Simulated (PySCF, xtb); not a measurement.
C2H8OSn, SMILES CC[O][SnH3]. Other conformers were not sampled.

Harmonic wavenumbers (cm⁻¹) from GFN2-xTB run with xtb at its own minimum, in rising order: 35, 129, 139, 214, 266, 443, 467, 538, 611, 642, 680, 834, 939, 1082, 1125, 1153, 1276, 1354, 1397, 1474, 1495, 1499, 1544, 1727, 1858, 2866, 2897, 3039, 3050, 3054.

Task: What does PBE-D3(BJ)/def2-SVP run with PySCF give at its own minimum? (An estimate is asked for; the answer gives what the named calculation found.)

Result: 53, 90, 143, 261, 302, 471, 484, 605, 661, 664, 685, 792, 902, 1064, 1101, 1129, 1249, 1323, 1363, 1399, 1423, 1450, 1831, 1843, 1894, 2860, 2891, 2973, 3068, 3071. Paired by order, the mean absolute difference is 44 cm⁻¹ and the zero-point energies are 54.1 and 54.4 kcal/mol.
